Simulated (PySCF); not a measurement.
Isomers of C4H11BO2, mass 102.085 u with the commonest isotopes. Method used: PBE0-D3(BJ)/def2-SVP geometry optimisation, gas phase (PySCF). One conformer each, none proved a minimum here; rigid rotors.

Problem. Order these by rotational constant C, largest first.
A. `[CH3:1][CH2:2][CH2:3][O:4][BH:5][O:6][CH3:7]` with C1–C2–C3–O4 -174°, C2–C3–O4–B5 -98°, C3–O4–B5–O6 177°, O4–B5–O6–C7 -1°
B. `[OH:1][BH2-:2][O+:3]1[CH2:4][CH2:5][CH2:6][CH2:7]1` with H–O1–B2–O3 97°, O1–B2–O3–C4 60°, B2–O3–C4–C5 -145°, O3–C4–C5–C6 -16°, C4–C5–C6–C7 33°, C5–C6–C7–O3 -39°
C. `[CH3:1][CH2:2][B:3]([O:4][CH3:5])[O:6][CH3:7]` with C1–C2–B3–O4 179°, C2–B3–O4–C5 0°, C2–B3–O6–C7 -179°
D. `[CH3:1][CH2:2][CH2:3][CH2:4][B:5]([OH:6])[OH:7]` with C1–C2–C3–C4 180°, C2–C3–C4–B5 -179°, C3–C4–B5–O6 -125°, C4–B5–O6–H 180°, C4–B5–O7–H 180° (1-butaneboronic acid)
E. `[CH3:1][O:2][BH:3][CH2:4][CH2:5][O:6][CH3:7]` with C1–O2–B3–C4 179°, O2–B3–C4–C5 -1°, B3–C4–C5–O6 -179°, C4–C5–O6–C7 180°
F. `[CH3:1][CH2:2][O:3][BH:4][O:5][CH2:6][CH3:7]` with C1–C2–O3–B4 -104°, C2–O3–B4–O5 177°, O3–B4–O5–C6 1°, B4–O5–C6–C7 84°

Solution. B (1619 MHz), C (1267 MHz), F (1150 MHz), A (950.6 MHz), D (925.7 MHz), E (879.4 MHz).

Problem. Order these by radius of gyration √(Σ m r²/M), largest first.
A. `[CH3:1][O:2][BH:3][CH2:4][CH2:5][O:6][CH3:7]` with C1–O2–B3–C4 179°, O2–B3–C4–C5 -1°, B3–C4–C5–O6 -179°, C4–C5–O6–C7 180°
B. `[CH3:1][CH2:2][CH2:3][CH2:4][B:5]([OH:6])[OH:7]` with C1–C2–C3–C4 180°, C2–C3–C4–B5 -179°, C3–C4–B5–O6 -125°, C4–B5–O6–H 180°, C4–B5–O7–H 180°
C. `[OH:1][BH2-:2][O+:3]1[CH2:4][CH2:5][CH2:6][CH2:7]1` with H–O1–B2–O3 97°, O1–B2–O3–C4 60°, B2–O3–C4–C5 -145°, O3–C4–C5–C6 -16°, C4–C5–C6–C7 33°, C5–C6–C7–O3 -39°
D. `[CH3:1][CH2:2][B:3]([O:4][CH3:5])[O:6][CH3:7]` with C1–C2–B3–O4 179°, C2–B3–O4–C5 0°, C2–B3–O6–C7 -179°
E. `[CH3:1][CH2:2][O:3][BH:4][O:5][CH2:6][CH3:7]` with C1–C2–O3–B4 -104°, C2–O3–B4–O5 177°, O3–B4–O5–C6 1°, B4–O5–C6–C7 84°

Solution. A (2.386 Å), B (2.352 Å), E (2.145 Å), D (1.992 Å), C (1.841 Å).

Problem. Order these by rotational constant B, largest first.
A. `[CH3:1][CH2:2][CH2:3][CH2:4][B:5]([OH:6])[OH:7]` with C1–C2–C3–C4 180°, C2–C3–C4–B5 -179°, C3–C4–B5–O6 -125°, C4–B5–O6–H 180°, C4–B5–O7–H 180° (1-butaneboronic acid)
B. `[CH3:1][CH2:2][O:3][BH:4][O:5][CH2:6][CH3:7]` with C1–C2–O3–B4 -104°, C2–O3–B4–O5 177°, O3–B4–O5–C6 1°, B4–O5–C6–C7 84°
C. `[OH:1][BH2-:2][O+:3]1[CH2:4][CH2:5][CH2:6][CH2:7]1` with H–O1–B2–O3 97°, O1–B2–O3–C4 60°, B2–O3–C4–C5 -145°, O3–C4–C5–C6 -16°, C4–C5–C6–C7 33°, C5–C6–C7–O3 -39°
D. `[CH3:1][O:2][BH:3][CH2:4][CH2:5][O:6][CH3:7]` with C1–O2–B3–C4 179°, O2–B3–C4–C5 -1°, B3–C4–C5–O6 -179°, C4–C5–O6–C7 180°
E. `[CH3:1][CH2:2][B:3]([O:4][CH3:5])[O:6][CH3:7]` with C1–C2–B3–O4 179°, C2–B3–O4–C5 0°, C2–B3–O6–C7 -179°

Solution. E (2311 MHz), C (1809 MHz), B (1221 MHz), A (1001 MHz), D (969.1 MHz).

| SMILES | point group | Ia (u·Å²) | Ib (u·Å²) | Ic (u·Å²) | κ | μa (D) | μb (D) | μc (D) |
| --- | --- | --- | --- | --- | --- | --- | --- | --- |
| CCOBOCC | C1 | 86.18 | 414.07 | 439.37 | -0.97 | 1.03 | 1.34 | 0.26 |
| CCB(OC)OC | – | 192.78 | 218.71 | 398.88 | 0.54 | 1.15 | 0.89 | 0.02 |
| O[BH2-][O+]1CCCC1 | C1 | 100.49 | 279.42 | 312.19 | -0.89 | 4.66 | 0.82 | 1.72 |
| COBCCOC | near Cs | 65.86 | 521.47 | 574.66 | -0.97 | 1.69 | 1.30 | 0.01 |
| CCCCB(O)O | C1 | 78.31 | 505.09 | 545.95 | -0.97 | 2.38 | 0.94 | 0.69 |
| CCCOBOC | C1 | 56.73 | 519.04 | 531.64 | -0.99 | 1.22 | 1.03 | 0.51 |
